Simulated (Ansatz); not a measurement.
Relaxation of Sn₂Te₃ with RKS PBE0-D4/def2-SVP.

```sh
$ ansatz run in.yaml --threads 4 --pin off --events-out ev --progress --plain --max-ram 4787MiB
```

```yaml
crystal:
  periodic: [false, false, false]
  atoms:
    - {symbol: Sn, position_ang: [1.181200, 2.087820, -0.011360]}
    - {symbol: Sn, position_ang: [-2.170700, -1.020860, 0.023000]}
    - {symbol: Te, position_ang: [-1.496120, 1.614350, 0.012160]}
    - {symbol: Te, position_ang: [0.250950, -2.260310, -0.005510]}
    - {symbol: Te, position_ang: [2.234670, -0.421000, -0.018290]}
basis:
  gaussian: {orbitals: def2-SVP}
hamiltonian: {xc: pbe0, dispersion: d4}
scf: {lower_state_search: "off"}
output: {orbitals: {seedname: orbitals}}
relax: {f_tol: 0.02, max_steps: 100}
```

Run time 15 s (4 threads of Arm Neoverse V2 on a shared host).

Positions (Å) and forces (eV/Å) at steps 1, 2, 4 of 4:

```xyz
5
step=1 energy=-33549.3654 eV
Sn    1.181    2.088   -0.011    0.291    0.207   -0.002
Sn   -2.171   -1.021    0.023   -0.229   -0.265    0.000
Te   -1.496    1.614    0.012   -0.245    0.254    0.003
Te    0.251   -2.260   -0.006   -0.060   -0.241    0.003
Te    2.235   -0.421   -0.018    0.244    0.045   -0.004
5
step=2 energy=-33549.3434 eV rejected
Sn    1.243    2.148   -0.012   -0.368   -0.337    0.004
Sn   -2.236   -1.077    0.022    0.366    0.337   -0.004
Te   -1.524    1.643    0.014    0.237   -0.249   -0.002
Te    0.240   -2.301   -0.003    0.103    0.328    0.000
Te    2.277   -0.413   -0.020   -0.337   -0.079    0.002
5
step=4 energy=-33549.3842 eV
Sn    1.202    2.106   -0.011    0.001   -0.001    0.000
Sn   -2.191   -1.040    0.020    0.001   -0.001    0.000
Te   -1.514    1.633    0.014   -0.003    0.003    0.000
Te    0.250   -2.279   -0.002    0.001    0.000    0.000
Te    2.253   -0.421   -0.021    0.000   -0.001    0.000
```

In the def2 sets Sn, Te take a core potential; there is no spin–orbit coupling. Another isomer (singlet) lies 0.42 eV lower at PBE0-D4/def2-TZVP; other spin states weren't run for this one.
